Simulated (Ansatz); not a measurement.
Born–Oppenheimer molecular dynamics of a periodic cell of 13 atoms, LiTi$_{12}$ (host Ti, host structure hcp, interstitial Li). It goes on from the last frame of an earlier run, with new velocities.

Theory: Ansatz, DFT PBE, scalar-relativistic, plane waves, PAW. Settings: accuracy low, cutoff 420 eV, k mesh 3x2x4, fermi-dirac smearing 0.1 eV, no spin polarisation.

```json
{"ensemble": "NVT, Langevin thermostat", "time step": "1 fs", "steps asked": "300", "set temperature": "1680 K", "friction": "0.01 /fs", "seed": "395465"}
```

Frames 1 fs apart, positions in Å, forces in eV/Å.

Velocities at 130 fs (Å/ps):

```
Ti 0.48 -4.33 -3.77
Ti -6.30 -2.11 5.71
Ti -3.38 3.40 4.12
Ti -5.43 -4.90 0.03
Ti -6.13 3.56 -2.36
Ti -1.03 -5.97 9.99
Ti 4.71 3.92 -8.96
Ti -5.98 4.63 -2.35
Ti -3.74 8.88 -4.67
Ti 0.40 -5.70 -1.08
Ti -7.57 3.34 -1.38
Ti -2.54 5.30 8.35
Li -4.32 -10.11 -16.46
```

```xyz
13
Lattice="5.9000 0.0000 0.0000 -4.4250 7.6643 0.0000 0.0000 0.0000 4.6846" Properties=species:S:1:pos:R:3:forces:R:3 time_fs=130 energy_less_start_eV=0.572 T=1411
Ti -0.351 0.188 -0.381 1.13 0.33 0.37
Ti 0.354 1.501 2.061 0.63 0.01 0.25
Ti -1.690 2.572 0.545 -0.63 -1.17 -0.54
Ti -1.577 4.273 2.057 -0.32 1.53 -0.15
Ti -3.144 4.992 -0.427 0.64 -0.20 0.02
Ti -2.970 6.632 1.876 -0.86 -0.18 -0.57
Ti 2.705 -0.148 -0.536 -0.49 -0.44 1.68
Ti 3.530 1.537 2.798 -0.95 1.42 -1.34
Ti 1.591 2.295 -0.205 0.37 0.01 0.27
Ti 1.456 4.024 1.872 0.31 0.50 -0.21
Ti 0.083 5.562 -0.157 -0.86 -0.99 0.24
Ti -0.041 6.818 2.058 0.65 -0.54 -0.18
Li -0.279 3.442 3.752 0.37 -0.29 0.17
13
Lattice="5.9000 0.0000 0.0000 -4.4250 7.6643 0.0000 0.0000 0.0000 4.6846" Properties=species:S:1:pos:R:3:forces:R:3 time_fs=131 energy_less_start_eV=0.608 T=1350
Ti -0.350 0.184 -0.385 1.12 0.36 0.40
Ti 0.348 1.498 2.067 0.67 -0.01 0.18
Ti -1.693 2.575 0.548 -0.60 -1.16 -0.59
Ti -1.582 4.269 2.058 -0.33 1.58 -0.15
Ti -3.149 4.996 -0.429 0.65 -0.21 0.04
Ti -2.972 6.625 1.886 -0.87 -0.15 -0.63
Ti 2.710 -0.144 -0.545 -0.54 -0.40 1.79
Ti 3.525 1.541 2.795 -0.96 1.43 -1.33
Ti 1.587 2.303 -0.209 0.39 -0.06 0.29
Ti 1.457 4.018 1.871 0.30 0.53 -0.21
Ti 0.076 5.566 -0.159 -0.86 -1.09 0.26
Ti -0.045 6.823 2.067 0.67 -0.59 -0.29
Li -0.285 3.431 3.734 0.35 -0.23 0.24
13
Lattice="5.9000 0.0000 0.0000 -4.4250 7.6643 0.0000 0.0000 0.0000 4.6846" Properties=species:S:1:pos:R:3:forces:R:3 time_fs=132 energy_less_start_eV=0.644 T=1252
Ti -0.349 0.180 -0.389 1.12 0.38 0.43
Ti 0.344 1.495 2.074 0.71 -0.02 0.11
Ti -1.696 2.579 0.551 -0.57 -1.15 -0.62
Ti -1.588 4.266 2.058 -0.34 1.63 -0.16
Ti -3.152 4.998 -0.431 0.65 -0.21 0.06
Ti -2.974 6.618 1.894 -0.89 -0.11 -0.68
Ti 2.715 -0.142 -0.552 -0.59 -0.36 1.89
Ti 3.520 1.545 2.791 -0.98 1.42 -1.30
Ti 1.583 2.312 -0.214 0.41 -0.12 0.31
Ti 1.460 4.013 1.869 0.28 0.56 -0.21
Ti 0.070 5.568 -0.160 -0.85 -1.20 0.28
Ti -0.049 6.827 2.076 0.70 -0.63 -0.40
Li -0.293 3.418 3.715 0.34 -0.18 0.31
13
Lattice="5.9000 0.0000 0.0000 -4.4250 7.6643 0.0000 0.0000 0.0000 4.6846" Properties=species:S:1:pos:R:3:forces:R:3 time_fs=133 energy_less_start_eV=0.682 T=1313
Ti -0.348 0.175 -0.393 1.12 0.40 0.46
Ti 0.340 1.491 2.082 0.75 -0.04 0.02
Ti -1.699 2.583 0.554 -0.52 -1.14 -0.66
Ti -1.593 4.262 2.061 -0.35 1.67 -0.19
Ti -3.154 4.999 -0.433 0.65 -0.21 0.08
Ti -2.975 6.610 1.903 -0.91 -0.08 -0.72
Ti 2.720 -0.140 -0.558 -0.64 -0.31 1.97
Ti 3.515 1.550 2.787 -1.00 1.41 -1.27
Ti 1.580 2.322 -0.218 0.42 -0.19 0.33
Ti 1.462 4.008 1.866 0.26 0.58 -0.19
Ti 0.064 5.570 -0.159 -0.84 -1.30 0.29
Ti -0.054 6.831 2.084 0.74 -0.67 -0.50
Li -0.301 3.405 3.695 0.34 -0.13 0.39
13
Lattice="5.9000 0.0000 0.0000 -4.4250 7.6643 0.0000 0.0000 0.0000 4.6846" Properties=species:S:1:pos:R:3:forces:R:3 time_fs=134 energy_less_start_eV=0.720 T=1200
Ti -0.347 0.170 -0.396 1.13 0.43 0.49
Ti 0.336 1.487 2.090 0.78 -0.05 -0.07
Ti -1.703 2.586 0.556 -0.48 -1.13 -0.69
Ti -1.598 4.259 2.064 -0.37 1.71 -0.23
Ti -3.155 5.000 -0.435 0.64 -0.21 0.10
Ti -2.976 6.602 1.911 -0.92 -0.04 -0.76
Ti 2.725 -0.138 -0.561 -0.69 -0.26 2.05
Ti 3.511 1.554 2.782 -1.02 1.39 -1.23
Ti 1.577 2.333 -0.224 0.43 -0.25 0.35
Ti 1.465 4.005 1.863 0.24 0.60 -0.18
Ti 0.059 5.572 -0.158 -0.82 -1.39 0.29
Ti -0.058 6.835 2.093 0.76 -0.71 -0.59
Li -0.309 3.394 3.675 0.33 -0.09 0.48
13
Lattice="5.9000 0.0000 0.0000 -4.4250 7.6643 0.0000 0.0000 0.0000 4.6846" Properties=species:S:1:pos:R:3:forces:R:3 time_fs=135 energy_less_start_eV=0.759 T=1170
Ti -0.346 0.166 -0.401 1.13 0.45 0.53
Ti 0.333 1.484 2.097 0.81 -0.06 -0.16
Ti -1.706 2.588 0.559 -0.43 -1.12 -0.73
Ti -1.603 4.257 2.068 -0.39 1.74 -0.27
Ti -3.156 5.001 -0.437 0.63 -0.21 0.13
Ti -2.977 6.594 1.920 -0.93 0.00 -0.80
Ti 2.731 -0.135 -0.564 -0.74 -0.21 2.11
Ti 3.506 1.558 2.778 -1.04 1.37 -1.20
Ti 1.573 2.343 -0.230 0.43 -0.31 0.37
Ti 1.468 4.004 1.859 0.22 0.60 -0.16
Ti 0.055 5.573 -0.156 -0.81 -1.47 0.29
Ti -0.061 6.838 2.100 0.78 -0.74 -0.68
Li -0.318 3.384 3.657 0.33 -0.06 0.55
13
Lattice="5.9000 0.0000 0.0000 -4.4250 7.6643 0.0000 0.0000 0.0000 4.6846" Properties=species:S:1:pos:R:3:forces:R:3 time_fs=136 energy_less_start_eV=0.799 T=1089
Ti -0.346 0.162 -0.405 1.15 0.47 0.57
Ti 0.330 1.480 2.104 0.85 -0.08 -0.24
Ti -1.708 2.589 0.563 -0.39 -1.10 -0.77
Ti -1.609 4.254 2.071 -0.39 1.78 -0.30
Ti -3.156 5.002 -0.440 0.62 -0.20 0.16
Ti -2.978 6.587 1.928 -0.95 0.04 -0.83
Ti 2.736 -0.132 -0.567 -0.79 -0.17 2.17
Ti 3.501 1.563 2.774 -1.05 1.35 -1.17
Ti 1.570 2.354 -0.237 0.44 -0.36 0.40
Ti 1.471 4.003 1.855 0.18 0.61 -0.13
Ti 0.050 5.575 -0.154 -0.79 -1.54 0.29
Ti -0.064 6.841 2.107 0.80 -0.77 -0.76
Li -0.327 3.373 3.641 0.33 -0.02 0.61
13
Lattice="5.9000 0.0000 0.0000 -4.4250 7.6643 0.0000 0.0000 0.0000 4.6846" Properties=species:S:1:pos:R:3:forces:R:3 time_fs=137 energy_less_start_eV=0.838 T=1067
Ti -0.345 0.159 -0.408 1.15 0.49 0.61
Ti 0.327 1.478 2.112 0.88 -0.10 -0.33
Ti -1.710 2.589 0.566 -0.35 -1.08 -0.81
Ti -1.614 4.252 2.074 -0.41 1.81 -0.34
Ti -3.156 5.002 -0.442 0.62 -0.20 0.19
Ti -2.979 6.581 1.935 -0.95 0.07 -0.86
Ti 2.739 -0.128 -0.570 -0.82 -0.14 2.22
Ti 3.495 1.568 2.770 -1.06 1.31 -1.14
Ti 1.569 2.365 -0.243 0.43 -0.39 0.42
Ti 1.476 4.001 1.849 0.14 0.61 -0.09
Ti 0.047 5.577 -0.152 -0.78 -1.61 0.28
Ti -0.067 6.843 2.114 0.81 -0.78 -0.83
Li -0.337 3.363 3.623 0.34 0.01 0.68
13
Lattice="5.9000 0.0000 0.0000 -4.4250 7.6643 0.0000 0.0000 0.0000 4.6846" Properties=species:S:1:pos:R:3:forces:R:3 time_fs=138 energy_less_start_eV=0.880 T=1050
Ti -0.344 0.155 -0.412 1.15 0.50 0.65
Ti 0.325 1.475 2.119 0.90 -0.12 -0.41
Ti -1.712 2.589 0.568 -0.31 -1.06 -0.84
Ti -1.618 4.250 2.078 -0.43 1.85 -0.39
Ti -3.155 5.003 -0.444 0.62 -0.20 0.22
Ti -2.980 6.574 1.943 -0.96 0.11 -0.90
Ti 2.741 -0.124 -0.573 -0.84 -0.12 2.28
Ti 3.488 1.573 2.765 -1.06 1.28 -1.11
Ti 1.567 2.375 -0.250 0.41 -0.42 0.44
Ti 1.480 4.000 1.843 0.11 0.62 -0.05
Ti 0.045 5.579 -0.150 -0.78 -1.67 0.27
Ti -0.069 6.845 2.120 0.82 -0.80 -0.90
Li -0.348 3.354 3.605 0.37 0.03 0.75
13
Lattice="5.9000 0.0000 0.0000 -4.4250 7.6643 0.0000 0.0000 0.0000 4.6846" Properties=species:S:1:pos:R:3:forces:R:3 time_fs=139 energy_less_start_eV=0.924 T=1031
Ti -0.343 0.151 -0.415 1.15 0.53 0.68
Ti 0.322 1.473 2.126 0.93 -0.15 -0.48
Ti -1.714 2.588 0.571 -0.27 -1.04 -0.88
Ti -1.621 4.249 2.080 -0.45 1.88 -0.44
Ti -3.154 5.005 -0.446 0.61 -0.20 0.25
Ti -2.981 6.567 1.951 -0.97 0.15 -0.94
Ti 2.743 -0.119 -0.576 -0.87 -0.10 2.34
Ti 3.481 1.578 2.760 -1.06 1.24 -1.08
Ti 1.565 2.385 -0.256 0.40 -0.44 0.45
Ti 1.483 3.998 1.838 0.08 0.62 0.00
Ti 0.043 5.580 -0.147 -0.77 -1.72 0.26
Ti -0.071 6.846 2.126 0.83 -0.81 -0.96
Li -0.360 3.346 3.590 0.39 0.05 0.82
13
Lattice="5.9000 0.0000 0.0000 -4.4250 7.6643 0.0000 0.0000 0.0000 4.6846" Properties=species:S:1:pos:R:3:forces:R:3 time_fs=140 energy_less_start_eV=0.959 T=1008
Ti -0.340 0.146 -0.418 1.14 0.54 0.71
Ti 0.320 1.469 2.133 0.94 -0.16 -0.54
Ti -1.716 2.585 0.574 -0.24 -1.02 -0.92
Ti -1.624 4.247 2.082 -0.46 1.90 -0.48
Ti -3.152 5.006 -0.448 0.61 -0.20 0.28
Ti -2.982 6.560 1.958 -0.98 0.18 -0.97
Ti 2.744 -0.113 -0.579 -0.88 -0.09 2.39
Ti 3.472 1.582 2.753 -1.05 1.20 -1.05
Ti 1.563 2.396 -0.261 0.39 -0.47 0.46
Ti 1.488 3.996 1.833 0.04 0.63 0.04
Ti 0.041 5.581 -0.144 -0.76 -1.77 0.24
Ti -0.074 6.846 2.132 0.83 -0.82 -1.02
Li -0.369 3.339 3.576 0.41 0.07 0.87
13
Lattice="5.9000 0.0000 0.0000 -4.4250 7.6643 0.0000 0.0000 0.0000 4.6846" Properties=species:S:1:pos:R:3:forces:R:3 time_fs=141 energy_less_start_eV=0.982 T=1032
Ti -0.336 0.142 -0.420 1.12 0.55 0.74
Ti 0.320 1.466 2.139 0.95 -0.18 -0.61
Ti -1.717 2.583 0.577 -0.20 -1.00 -0.97
Ti -1.627 4.246 2.082 -0.46 1.93 -0.51
Ti -3.150 5.008 -0.449 0.60 -0.20 0.30
Ti -2.984 6.553 1.965 -0.98 0.21 -1.00
Ti 2.744 -0.107 -0.581 -0.88 -0.07 2.43
Ti 3.463 1.586 2.746 -1.03 1.17 -1.01
Ti 1.561 2.406 -0.265 0.39 -0.50 0.47
Ti 1.492 3.994 1.829 0.01 0.63 0.08
Ti 0.039 5.582 -0.141 -0.75 -1.79 0.21
Ti -0.076 6.846 2.137 0.83 -0.82 -1.06
Li -0.377 3.333 3.563 0.41 0.08 0.92
```

Of the whole run (300 fs, mean temperature of the second half 1759 K): A run of 0.3 ps of so small a system gives no equilibrium averages. Limits of this set-up: coarse k mesh, a small cell, in which the defect meets its images, a typed lattice constant that wasn't relaxed here, low accuracy level.

Run time: 29 min on 2 threads of Intel(R) Xeon(R) Platinum 8488C (Sapphire Rapids), with other jobs on the host, peak memory 0.95 GiB.
